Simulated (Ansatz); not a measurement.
C3H7BO can be A, `B/C=C(\C)O`, or B, `B/C=C/CO`.

Computed with Ansatz on PBE0-D4/def2-TZVP structures; ΔE is electronic, products minus reactants. CBS: MP2 limit from def2 TZ/QZ plus the TZ coupled-cluster correction, frozen cores. Double bonds are as drawn, so ΔE can hold a change between cis and trans. Functionals use def2-TZVPP. B3LYP here is the variant with VWN-RPA as its local correlation; programs differ in this. One conformer a species, not always the lowest.

A:

Z-matrix (Å, degrees):
```
C
C 1 1.488
H 1 1.095 2 110.0
H 1 1.095 2 110.0 3 118.5
H 1 1.086 2 111.4 3 -120.8
C 2 1.355 1 126.9 3 121.1
O 2 1.345 1 114.7 3 -59.0
B 6 1.506 2 124.9 1 -0.1
H 6 1.088 2 114.2 1 179.9
H 7 0.962 2 110.2 1 0.1
H 8 1.198 6 120.3 2 179.9
H 8 1.200 6 122.0 2 -0.1
```

B:

Z-matrix (Å, degrees):
```
C
O 1 1.412
C 1 1.491 2 112.3
H 1 1.098 2 111.9 3 -124.7
H 1 1.096 2 105.6 3 118.8
H 2 0.961 1 108.2 3 60.9
C 3 1.343 1 125.7 2 -134.7
H 3 1.090 1 114.9 2 45.2
B 7 1.530 3 120.9 1 -178.3
H 7 1.090 3 117.3 1 0.5
H 9 1.199 7 118.8 3 -3.7
H 9 1.197 7 121.9 3 176.3
```

Q: Which isomer does CCSD(T)/CBS put lower? Give the gap. (Best estimate.)

A: Ansatz gave: A, by 13.5 kcal/mol.

Q: Give E(B) − E(A) in kcal/mol with PBE-D4, CCSD(T)/def2-TZVPP, B3LYP, ωB97M-V, PBE0-D4, CCSD/def2-TZVPP, MP2/def2-TZVPP. (Estimate.)

A: The calculation gave: PBE-D4 17.4, CCSD(T)/def2-TZVPP 13.5, B3LYP 14.6, ωB97M-V 15.0, PBE0-D4 16.4, CCSD/def2-TZVPP 12.7, MP2/def2-TZVPP 14.6. None reverses the order clearly.

Largest T1 diagnostic: 0.013.

From PBE to PBE0 (25 % exact exchange), in def2-TZVPP and without D4, E(B) − E(A) moves by −1.0 kcal/mol. In def2-TZVPP, CCSD(T) changes the Hartree–Fock value by +2.8 kcal/mol (the triples alone add +0.8 kcal/mol) and MP2 by +3.9 kcal/mol.
